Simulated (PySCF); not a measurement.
Molfile (atoms numbered from 1):
```
C5H15NSi2
     RDKit          3D

 23 23  0  0  0  0  0  0  0  0999 V2000
    3.2586    0.9015   -0.5631 C   0  0  0  0  0  0  0  0  0  0  0  0
    2.3148   -0.0416   -0.0143 N   0  0  0  0  0  0  0  0  0  0  0  0
    1.0933    0.3640    1.1538 Si  0  0  2  0  0  4  0  0  0  0  0  0
   -0.2386   -0.9920    1.2281 C   0  0  0  0  0  0  0  0  0  0  0  0
   -1.6137   -0.3310    1.3992 C   0  0  0  0  0  0  0  0  0  0  0  0
   -1.8822    0.7612    0.3501 C   0  0  1  0  0  0  0  0  0  0  0  0
   -3.2634    1.3892    0.4873 C   0  0  0  0  0  0  0  0  0  0  0  0
   -0.4167    1.9964    0.4218 Si  0  0  0  0  0  4  0  0  0  0  0  0
    2.7658    1.8761   -0.7125 H   0  0  0  0  0  0  0  0  0  0  0  0
    3.6194    0.5746   -1.5531 H   0  0  0  0  0  0  0  0  0  0  0  0
    4.1487    1.0833    0.0717 H   0  0  0  0  0  0  0  0  0  0  0  0
    2.6652   -0.9942    0.0089 H   0  0  0  0  0  0  0  0  0  0  0  0
    1.6142    0.6459    2.5400 H   0  0  0  0  0  0  0  0  0  0  0  0
   -0.0515   -1.7376    2.0169 H   0  0  0  0  0  0  0  0  0  0  0  0
   -0.2023   -1.5255    0.2615 H   0  0  0  0  0  0  0  0  0  0  0  0
   -1.6885    0.1154    2.4094 H   0  0  0  0  0  0  0  0  0  0  0  0
   -2.4148   -1.0915    1.3543 H   0  0  0  0  0  0  0  0  0  0  0  0
   -1.8022    0.2878   -0.6478 H   0  0  0  0  0  0  0  0  0  0  0  0
   -3.4554    2.1357   -0.2987 H   0  0  0  0  0  0  0  0  0  0  0  0
   -4.0594    0.6275    0.4230 H   0  0  0  0  0  0  0  0  0  0  0  0
   -3.3747    1.8990    1.4585 H   0  0  0  0  0  0  0  0  0  0  0  0
   -0.6968    3.0765    1.4242 H   0  0  0  0  0  0  0  0  0  0  0  0
   -0.1486    2.6449   -0.9011 H   0  0  0  0  0  0  0  0  0  0  0  0
  1  2  1  0
  2  3  1  0
  3  4  1  0
  4  5  1  0
  5  6  1  0
  6  7  1  0
  6  8  1  0
  8  3  1  0
  1  9  1  0
  1 10  1  0
  1 11  1  0
  2 12  1  0
  3 13  1  1
  4 14  1  0
  4 15  1  0
  5 16  1  0
  5 17  1  0
  6 18  1  6
  7 19  1  0
  7 20  1  0
  7 21  1  0
  8 22  1  0
  8 23  1  0
M  END
```

Geometry: PBE0-D3(BJ)/def2-SVP; GIAO shifts from PySCF 2.14.0 with density-fitted response routines, gas phase, non-relativistic, averaged over equivalent atoms.

At wB97X-D/pcSseg-1 (225 basis functions, 110 s wall time on 1 thread of an Arm Neoverse N1, shared host):
| atoms | δ (ppm) |
| --- | --- |
| C5 | 34.3 |
| C1 | 33.9 |
| C6 | 22.1 |
| C7 | 20.5 |
| C4 | 16.7 |
| N2 | 10.6 |
| Si3 | -7.7 |
| Si8 | -60.5 |
| H13 | 5.01 |
| H23 | 3.79 |
| H22 | 3.30 |
| H9/H10/H11 | 2.61 |
| H17 | 1.84 |
| H14 | 1.37 |
| H19/H20/H21 | 1.25 |
| H16 | 0.89 |
| H18 | 0.73 |
| H15 | 0.53 |
| H12 | -0.59 |

Chemical shifts δ = σref − σ; $^{13}$C (σ = 184.54 ppm) and $^{29}$Si (σ = 352.93 ppm) and $^{1}$H (σ = 31.38 ppm) vs TMS; NH3 for $^{15}$N (σ = 263.98 ppm), all at this level.

**Question.** What do these become at PBE0/pcSseg-1?

**Answer.** 
```
      atoms  δ at PBE0/pcSseg-1  change
         C5                35.2    +0.9
         C1                34.0    +0.1
         C6                23.9    +1.8
         C7                20.7    +0.2
         C4                17.9    +1.2
         N2                14.1    +3.5
        Si3                -6.8    +0.9
        Si8               -62.4    -1.9
        H13                5.15   +0.14
        H23                3.81   +0.02
        H22                3.30   +0.00
 H9/H10/H11                2.65   +0.04
        H17                1.92   +0.08
        H14                1.50   +0.13
H19/H20/H21                1.29   +0.04
        H16                0.95   +0.06
        H18                0.86   +0.13
        H15                0.61   +0.08
        H12               -0.58   +0.01
```

δ = σ(ref) − σ, references computed at the same level: TMS for $^{13}$C (184.41 ppm), $^{29}$Si (351.99 ppm), $^{1}$H (31.27 ppm); NH3 for $^{15}$N (265.67 ppm).

The largest change is at N2 (nitrogen bonded to C, Si, H). Cost: 225 basis functions, 85 s wall time on 1 thread of an Arm Neoverse N1, shared host. The order of the carbon signals is the same at both levels.

Experimental scales use liquid or dissolved standards, which lie at an offset from isolated NH3 (liquid NH3: subtract about 20 ppm).
